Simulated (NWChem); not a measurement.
# Electron attachment to BiCl₃

SMILES: [Cl][Bi]([Cl])[Cl]
```xyz
4

Bi     0.0021     0.4468     0.0000
Cl    -1.0836    -0.7221     1.8710
Cl    -1.0836    -0.7221    -1.8710
Cl     2.1570    -0.7374     0.0000
```
Charge 0, spin multiplicity 1.

All runs are NWChem calculations. Structure: optimised with PBE0/def2-SVP with def2 effective core potentials on Bi, a minimum by its harmonic frequencies.

Basis set: def2-SVPD. −ε marks an orbital energy of the parent. The basis adds only a small set of diffuse functions.

Effective core potentials replace the inner electrons of Bi; spin-orbit coupling is left out. B3LYP has NWChem's definition, with VWN1-RPA local correlation. The structure started from a generated list of species.

Task: Order these methods by the vertical electron affinity they give, lowest first: −ε(LUMO) of HF, −ε(LUMO) of LDA (SVWN5), −ε(LUMO) of B3LYP, −ε(LUMO) of PBE.

Result: −ε(LUMO) of HF (-0.10 eV), −ε(LUMO) of B3LYP (3.00 eV), −ε(LUMO) of PBE (3.47 eV), −ε(LUMO) of LDA (SVWN5) (3.69 eV)
